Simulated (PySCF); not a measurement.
# Excitation energy of B⁺ by level of theory

B⁺ [He] 2s2 (1S) → B⁺ [He] 2s1 2p1 (3P), as a difference of total energies. Calculation: PySCF 2.14, in aug-cc-pV5Z (7s6p5d4f3g2h, 127 functions); no relativity, point nucleus. Correlated levels: valence: 1s2 frozen. The calculations carry no spin-orbit coupling.

```tsv
method	excitation energy (eV)	error (eV)
UHF	3.130	-1.501
LDA	4.076	-0.555
PBE	3.967	-0.664
PBE0	3.930	-0.701
r2SCAN	3.605	-1.026
MN15	4.444	-0.187
wB97X-V	4.220	-0.411
HSE06	3.914	-0.717
MP2 (valence)	4.089	-0.542
SCS-MP2 (valence)	4.363	-0.268
```

Reference: 4.631 eV (measured; NIST levels, between the centres of gravity of the two terms).

Errors of the correlated levels include the incompleteness of this basis and the frozen core.
